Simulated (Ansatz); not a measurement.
`[NH2][Sn]([F])([Cl])[Cl]` + NH₃ → `[NH2][Sn]([NH2])([Cl])[Cl]` + H–F  (ligand exchange at the Sn–F bond)

Isolated molecules relaxed with PBE0-D4/def2-TZVP in Ansatz; ΔE leaves out vibrations. CCSD(T)/CBS is the MP2 limit (def2-TZVPP, def2-QZVPP) plus CCSD(T) − MP2 in def2-TZVPP, frozen cores. This one scheme is used for every species. Functionals use def2-TZVPP. Elements past krypton have def2 core potentials. For Sn outer-core shells are correlated without core-valence functions, which leaves a few kJ/mol of doubt a bond. Each species was taken in one conformer, which may not be the lowest.

```csv
level,ΔE (kcal/mol),difference from CCSD(T)/CBS
revPBE-D4,10.0,1.0
r2SCAN0-D4,10.2,1.2
CAM-B3LYP-D4,11.3,2.3
B2PLYP,10.8,1.8
BLYP,13.3,4.3
r2SCAN,11.8,2.8
PBE0,10.2,1.2
r2SCANh,11.3,2.3
CCSD(T)/def2-TZVPP,8.1,-0.9
MP2/CBS(def2),7.7,-1.3
CCSD(T)/CBS,9.0,0
```

Largest T1 diagnostic among the species: 0.012.

From r2SCAN to r2SCAN0 (25 % exact exchange), in def2-TZVPP and without D4, ΔE moves by −1.2 kcal/mol. At CCSD(T), def2-SVP lies +2.0 kcal/mol from the extrapolated value and def2-TZVPP −0.9 kcal/mol.
